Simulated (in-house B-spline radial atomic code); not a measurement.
Settings and results of a run for Bi7+ (an excited or competing configuration). Level of theory: Dirac-Hartree-Fock, average of the jj configuration, Fermi nucleus of rms radius 5.5211 fm; calculated with a radial B-spline atomic code at the basis-set limit.

In the input, a minus or plus after the letter marks the j = l - 1/2 or j = l + 1/2 subshell.

Command:
```bash
python run_scf.py task.json out
```
Settings (nuclear radius in fm, mass in u):
```
Z                83
configuration    1s2 2s2 2p6 3s2 3p6 3d10 4s2 4p6 4d10 4f14 5s2 5p6 5d-4 5d+3 8d-1
hamiltonian      dirac
method           hf
spin_polarised   False
nucleus          fermi
rms_radius       5.5211
atomic_mass      208.9804
speed_of_light   137.035999084
```

Output (hartree, bohr):
```
 radial grid: 72 intervals, B-splines of order 8, outer radius 39.4805 bohr

 iter        energy (Eh)    residual
    1      -21541.478152    1.10e+00
    2      -21548.832079    2.16e-01
    3      -21549.747983    7.14e-02
    4      -21549.799303    2.70e-02
    5      -21549.806643    5.02e-03
    6      -21549.807002    1.97e-03
    7      -21549.807051    5.28e-05
    8      -21549.807051    8.49e-06
    9      -21549.807051    5.09e-07

 total energy                    -21549.80705
 kinetic                           25163.0073
 electron-nucleus                 -54304.2995
 electron-electron                  7591.4852

 first-order corrections (not in the total)
   Gaunt                            28.9220
   retardation                      -3.0654
   frequency dependence             -0.5990
   self-energy                      22.0236
   Uehling                          -4.7490
   Wichmann-Kroll                    0.2222
   recoil                            0.0336

 orbital      occ     eigenvalue          <r>       <r^2>       <1/r>       <r^4>     <1/r^2>       r_max    small
 1s1/2      2.000     -3353.6053    0.0157938 0.000346324     103.167 3.33346e-07     27109.1    0.009662  1.01e-01
 2s1/2      2.000      -611.5744    0.0657515  0.00518493     25.5797 4.74835e-05     3966.72     0.05639  2.33e-02
 2p1/2      2.000      -586.6778    0.0539575  0.00365299     25.4886 2.80762e-05     1248.75     0.04125  2.33e-02
 2p3/2      4.000      -501.2898    0.0629604  0.00482896      20.233 4.58441e-05     560.465     0.04904  2.04e-02
 3s1/2      2.000      -153.4475     0.170736   0.0335023     9.38933  0.00170305     916.938      0.1586  7.86e-03
 3p1/2      2.000      -142.2610     0.161505   0.0304886     9.28647  0.00148015     296.039      0.1478  7.79e-03
 3p3/2      4.000      -122.9005     0.177812   0.0367458     7.91652   0.0021223      135.27      0.1634  6.97e-03
 3d3/2      4.000      -104.7908     0.154607   0.0280665     7.79744  0.00139512     76.3511       0.127  6.83e-03
 3d5/2      6.000      -100.7083     0.159571   0.0297703     7.49344  0.00155287     69.2466      0.1312  6.61e-03
 4s1/2      2.000       -39.8535      0.37668    0.160188      3.9749   0.0369157     236.337      0.3563  2.70e-03
 4p1/2      2.000       -34.9632     0.377813    0.162431     3.86478   0.0388947     75.3742       0.354  2.60e-03
 4p3/2      4.000       -30.1158     0.410777    0.191722      3.4107   0.0540657     35.0872      0.3848  2.31e-03
 4d3/2      4.000       -22.1583     0.414485    0.198276     3.21369   0.0616062     18.7319       0.376  2.10e-03
 4d5/2      6.000       -21.2160     0.425856    0.209102     3.10371    0.068482     16.9418      0.3858  2.02e-03
 4f5/2      6.000       -10.8262     0.435038    0.224968     2.77434   0.0959049     9.46337      0.3407  1.66e-03
 4f7/2      8.000       -10.6048     0.440234    0.230041      2.7368   0.0996898     9.18316      0.3452  1.63e-03
 5s1/2      2.000       -10.6433     0.829954    0.769083     1.65707    0.836306     50.8761      0.7728  7.27e-04
 5p1/2      2.000        -8.8978     0.877022    0.862216     1.54844     1.06946     15.2888      0.8068  6.52e-04
 5p3/2      4.000        -7.7956     0.948655     1.00752     1.39943     1.45369     7.32706      0.8738  5.73e-04
 5d3/2      4.000        -5.2121      1.09728     1.36037     1.18576     2.76289     3.31509        0.98  4.29e-04
 5d5/2      3.000        -5.0555      1.12619     1.43244     1.15139      3.0583     3.02323       1.007  4.11e-04
 8d3/2      1.000        -0.9155      6.25712     43.6916    0.217512     2503.85    0.191715       6.756  3.62e-05
```

Time taken, with all properties: 1.4 s on 1 thread of Arm Neoverse V1, with other jobs on the host.

For the Dirac Hamiltonian the kinetic term is c α·p + (β - 1)c².
